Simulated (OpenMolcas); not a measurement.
# OpenMolcas run: V III

Input:

```
&GATEWAY
Coord
1

V 0.0 0.0 0.0
Basis=ANO-RCC-VTZP
Group=XYZ
NoMove
AngMom=0.0 0.0 0.0
AMFI
&SEWARD
Relativistic=R03O02
* reference wave functions (RASSCF and RASSI steps not shown): 3 electrons in 5 orbitals (3d)
>>> COPY JOB001 $Project.JobIph
&CASPT2
Multistate=10 1 2 3 4 5 6 7 8 9 10
Frozen=1 0
IPEA=0.15
Shift=0.2
MaxIter=60
WThr=0.0 0.3 0.05
PrWF=0.5
NoMix
>>> COPY JOB002 $Project.JobIph
&CASPT2
Multistate=40 1 2 3 4 5 6 7 8 9 10 11 12 13 14 15 16 17 18 19 20 21 22
23 24 25 26 27 28 29 30 31 32 33 34 35 36 37 38 39 40
Frozen=1 0
IPEA=0.15
Shift=0.2
MaxIter=60
WThr=0.0 0.3 0.05
PrWF=0.5
NoMix
```

Launched by
```bash
OMP_NUM_THREADS=1 MOLCAS_MEM=2252 MOLCAS_PROJECT=a pymolcas a.inp > a.log  # once for each step of the input, in one work folder
```

Output, cut to the results:

```
--- CASPT2 ---
Orbital specifications:
      -----------------------

      Symmetry species                           1   2
                                                ag  au
      Frozen orbitals                            1   0
      Inactive orbitals                          2   6
      Active orbitals                            5   0
      Secondary orbitals                        22  23
      Deleted orbitals                           0   0
      Number of basis functions                 30  29
Type of calculation                        MS-CASPT2
      Fock operator                              state-specific
      IPEA shift                                 0.15
      Real shift                                 0.20
      Imaginary shift                            0.00
      The input orbitals will be transformed to quasi-canonical
Reference energy:        -947.4400635710
      E2 (Non-variational):      -0.3545189316
      Shift correction:          -0.0100457785
      E2 (Variational):          -0.3645647101
      Total energy:            -947.8046282812
      Residual norm:              0.0000000785
      Reference weight:           0.95217
      Contributions to the CASPT2 correlation energy
      Active & Virtual Only:         -0.0204464295
      One Inactive Excited:          -0.1485869562
      Two Inactive Excited:          -0.1854855458
Reference energy:        -947.4400635710
      E2 (Non-variational):      -0.3573721619
      Shift correction:          -0.0103400457
      E2 (Variational):          -0.3677122076
      Total energy:            -947.8077757786
      Residual norm:              0.0000002017
      Reference weight:           0.95084
      Contributions to the CASPT2 correlation energy
      Active & Virtual Only:         -0.0212094611
      One Inactive Excited:          -0.1498144007
      Two Inactive Excited:          -0.1863483000
::    CASPT2 Root  1     Total energy:   -947.80462828
::    CASPT2 Root  2     Total energy:   -947.80777578
::    CASPT2 Root  3     Total energy:   -947.80815025
::    CASPT2 Root  4     Total energy:   -947.80714265
::    CASPT2 Root  5     Total energy:   -947.80749260
::    CASPT2 Root  6     Total energy:   -947.80772752
::    CASPT2 Root  7     Total energy:   -947.80589365
::    CASPT2 Root  8     Total energy:   -947.75340818
::    CASPT2 Root  9     Total energy:   -947.75340818
::    CASPT2 Root 10     Total energy:   -947.75340819
::    MS-CASPT2 Root  1     Total energy:   -947.80857761
::    MS-CASPT2 Root  2     Total energy:   -947.80795247
::    MS-CASPT2 Root  3     Total energy:   -947.80780199
::    MS-CASPT2 Root  4     Total energy:   -947.80767209
::    MS-CASPT2 Root  5     Total energy:   -947.80653925
::    MS-CASPT2 Root  6     Total energy:   -947.80585618
::    MS-CASPT2 Root  7     Total energy:   -947.80446290
::    MS-CASPT2 Root  8     Total energy:   -947.75339744
::    MS-CASPT2 Root  9     Total energy:   -947.75339333
::    MS-CASPT2 Root 10     Total energy:   -947.75338202
--- CASPT2 ---
Orbital specifications:
      -----------------------

      Symmetry species                           1   2
                                                ag  au
      Frozen orbitals                            1   0
      Inactive orbitals                          2   6
      Active orbitals                            5   0
      Secondary orbitals                        22  23
      Deleted orbitals                           0   0
      Number of basis functions                 30  29
Type of calculation                        MS-CASPT2
      Fock operator                              state-specific
      IPEA shift                                 0.15
      Real shift                                 0.20
      Imaginary shift                            0.00
      The input orbitals will be transformed to quasi-canonical
Reference energy:        -947.3727563968
      E2 (Non-variational):      -0.3702767288
      Shift correction:          -0.0114160936
      E2 (Variational):          -0.3816928225
      Total energy:            -947.7544492192
      Residual norm:              0.0000003746
      Reference weight:           0.94600
      Contributions to the CASPT2 correlation energy
      Active & Virtual Only:         -0.0285256249
      One Inactive Excited:          -0.1530095593
      Two Inactive Excited:          -0.1887415447
Reference energy:        -947.3727563968
      E2 (Non-variational):      -0.3702474577
      Shift correction:          -0.0114209243
      E2 (Variational):          -0.3816683820
      Total energy:            -947.7544247787
      Residual norm:              0.0000004050
      Reference weight:           0.94598
      Contributions to the CASPT2 correlation energy
      Active & Virtual Only:         -0.0285199261
      One Inactive Excited:          -0.1530046885
      Two Inactive Excited:          -0.1887228431
::    CASPT2 Root  1     Total energy:   -947.75444922
::    CASPT2 Root  2     Total energy:   -947.75442478
::    CASPT2 Root  3     Total energy:   -947.75440580
::    CASPT2 Root  4     Total energy:   -947.75443957
::    CASPT2 Root  5     Total energy:   -947.75451977
::    CASPT2 Root  6     Total energy:   -947.75446239
::    CASPT2 Root  7     Total energy:   -947.75444441
::    CASPT2 Root  8     Total energy:   -947.75442406
::    CASPT2 Root  9     Total energy:   -947.75449851
::    CASPT2 Root 10     Total energy:   -947.73075838
::    CASPT2 Root 11     Total energy:   -947.73377916
::    CASPT2 Root 12     Total energy:   -947.73195446
::    CASPT2 Root 13     Total energy:   -947.73388587
::    CASPT2 Root 14     Total energy:   -947.73142697
::    CASPT2 Root 15     Total energy:   -947.73227996
::    CASPT2 Root 16     Total energy:   -947.73100642
::    CASPT2 Root 17     Total energy:   -947.73132576
::    CASPT2 Root 18     Total energy:   -947.73114014
::    CASPT2 Root 19     Total energy:   -947.73150082
...
```

Levels above the lowest, from the spin-orbit matrix with the multistate effective Hamiltonian, averaged by term, added to it:

| Configuration | Term | J | E (cm⁻¹) | Measured (cm⁻¹) | g | Term weight % |
| --- | --- | --- | --- | --- | --- | --- |
| 3d³ | ⁴F | 3/2 | 0.0 | 0.0 | 0.399 | 100 |
| 3d³ | ⁴F | 5/2 | 155 | 146 | 1.029 | 100 |
| 3d³ | ⁴F | 7/2 | 366 | 342 | 1.239 | 100 |
| 3d³ | ⁴F | 9/2 | 632 | 584 | 1.334 | 100 |
| 3d³ | ²G | 7/2 | 11760 | 11966 | 0.889 | 100 |
| 3d³ | ⁴P | 1/2 | 11960 | 11514 | 2.663 | 100 |
| 3d³ | ²G | 9/2 | 11990 | 12187 | 1.111 | 100 |
| 3d³ | ⁴P | 3/2 | 12030 | 11592 | 1.731 | 99 |
| 3d³ | ⁴P | 5/2 | 12210 | 11770 | 1.601 | 100 |
| 3d³ | ²P | 1/2 | 15540 | 15580 | 0.674 | 100 |
| 3d³ | ²P | 3/2 | 15540 | 15550 | 1.221 | 77 |
| 3d³ | ²D(1) | 3/2 | 16400 | 16330 | 0.916 | 78 |
| 3d³ | ²D(1) | 5/2 | 16490 | 16375 | 1.201 | 100 |
| 3d³ | ²H | 9/2 | 17050 | 16811 | 0.910 | 100 |
| 3d³ | ²H | 11/2 | 17220 | 16978 | 1.091 | 100 |
| 3d³ | ²F | 7/2 | 28190 | 27728 | 1.143 | 100 |
| 3d³ | ²F | 5/2 | 28290 | 27847 | 0.857 | 100 |
| 3d³ | ²D(2) | 5/2 | 44090 | 42267 | 1.200 | 100 |
| 3d³ | ²D(2) | 3/2 | 44220 | 42371 | 0.800 | 100 |

Against the 18 measured excited levels shown (Sugar and Corliss, J. Phys. Chem. Ref. Data 7, 1191 (1978)) the mean absolute deviation is 390 cm-1; the largest miss in energy is 3d³ ²D_3/2(2): computed 44220, measured 42371 cm⁻¹ (+4.4 %), and the largest in proportion 3d³ ⁴F_9/2 (+8.2 %).

CASPT2 does not keep the components of a term degenerate, so their means are used; among the terms shown or strongly mixed into the levels shown the widest spread is 900 cm-1 (3d³ ⁴F). Computed and measured levels are paired by configuration, term and J; levels that our copy of the source lacks, or whose pairing is in doubt (as where it misses far off the trend of its configuration), stay unpaired and out of the deviations. Levels of configurations outside the active space are missing.

The CASPT2 steps took 13 s on 1 thread of Arm Neoverse V1, on a shared host; the integral step is not counted.

The term weight is that of the spin-free term in the level, not the purity of its configuration. A number in round brackets counts repeated terms of one configuration in the order of the reference energies.
